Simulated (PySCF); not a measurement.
Mg(Me)(OMe), SMILES C[O][Mg][CH3] (C2H6MgO), singlet, B3LYP/def2-SVP optimised geometry.

```
10

Mg     0.55     0.02     0.00
C      2.64     0.02     0.00
H      3.05    -1.01     0.00
H      3.05     0.53     0.89
H      3.05     0.53    -0.89
O     -1.23     0.01     0.00
C     -2.61     0.02     0.03
H     -3.03     1.01    -0.26
H     -3.05    -0.72    -0.67
H     -3.01    -0.21     1.04
```

Density from B3LYP/def2-TZVP (PySCF 2.14.0) at that geometry.

Minimum of the electron density along straight lines between bonded atoms, close to the bond critical point (lines longer than 1.1 times the sum of covalent radii, or with two minima, are not listed):

```csv
bond,length / Å,ρ at the minimum / e bohr⁻³,∇²ρ there / e bohr⁻⁵,position (fraction from the first atom)
Mg1–C2,2.088,0.057,0.25,0.42
C2–H3,1.104,0.263,-0.84,0.64
C2–H4,1.104,0.263,-0.84,0.64
C2–H5,1.104,0.263,-0.84,0.64
Mg1–O6,1.783,0.075,0.68,0.45
O6–C7,1.380,0.278,-0.62,0.65
C7–H8,1.110,0.273,-0.93,0.64
C7–H9,1.110,0.274,-0.93,0.64
C7–H10,1.110,0.273,-0.93,0.64
```
